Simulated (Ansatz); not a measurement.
Isolated molecules relaxed with PBE0-D4/def2-TZVP in Ansatz; ΔE leaves out vibrations. CCSD(T)/CBS is the MP2 limit (def2-TZVPP, def2-QZVPP) plus CCSD(T) − MP2 in def2-TZVPP, frozen cores. DFT in def2-TZVPP. B3LYP here is the variant with VWN-RPA as its local correlation; programs differ in this. HSE06 is defined as in plane-wave codes. For Ge, Zn outer-core shells are correlated without core-valence functions, which leaves a few kJ/mol of doubt a bond. Scalar relativity is left out up to krypton. Each species was taken in one conformer, which may not be the lowest.

`[CH3][Ge]([Cl])([Cl])[Cl]` + `C#C[O][Zn][CH3]` → `C#[C][Ge]([Cl])([Cl])[Cl]` + `C[O][Zn][CH3]`  (redistribution)

```csv
level,ΔE (kcal/mol),difference from CCSD(T)/CBS
LDA (SPW92),17.2,6.2
PBE-D4,14.9,3.9
revPBE-D4,14.1,3.1
BLYP-D4,12.5,1.5
r2SCAN-D4,14.5,3.5
B97M-V,13.4,2.4
PBE0-D4,15.3,4.3
B3LYP-D4,13.2,2.2
r2SCANh-D4,14.8,3.8
r2SCAN0-D4,15.2,4.2
HSE06-D4,15.4,4.4
BHLYP-D4,13.3,2.3
CAM-B3LYP-D4,13.0,2.0
ωB97X-V,12.8,1.8
PBE-QIDH,13.5,2.5
PBE,14.9,3.9
revPBE,14.3,3.3
BLYP,12.6,1.6
r2SCAN,14.5,3.5
PBE0,15.4,4.4
B3LYP,13.3,2.3
r2SCANh,14.8,3.8
r2SCAN0,15.2,4.2
HSE06,15.4,4.4
BHLYP,13.5,2.5
CAM-B3LYP,13.1,2.1
LC-ωPBE,14.3,3.3
RPA@PBE/def2-TZVPP,8.5,-2.5
HF/def2-SVP,14.0,3.0
CCSD(T)/def2-SVP,12.2,1.2
HF/def2-TZVPP,12.6,1.6
MP2/def2-TZVPP,10.1,-0.9
SCS-MP2/def2-TZVPP,9.0,-2.0
CCSD/def2-TZVPP,10.4,-0.6
CCSD(T)/def2-TZVPP,10.2,-0.8
HF/def2-QZVPP,12.8,1.8
SCS-MP2/def2-QZVPP,9.4,-1.6
HF/CBS(def2),12.8,1.8
MP2/CBS(def2),10.9,-0.1
CCSD/CBS(def2),11.2,0.2
CCSD(T)/CBS,11.0,0
```

Largest T1 diagnostic among the species: 0.016.

From r2SCAN to r2SCAN0 (25 % exact exchange), in def2-TZVPP and without D4, ΔE moves by +0.7 kcal/mol. At CCSD(T), def2-SVP lies +1.2 kcal/mol from the extrapolated value and def2-TZVPP −0.8 kcal/mol. In def2-TZVPP, CCSD(T) changes the Hartree–Fock value by −2.4 kcal/mol (the triples alone add −0.2 kcal/mol) and MP2 by −2.5 kcal/mol.
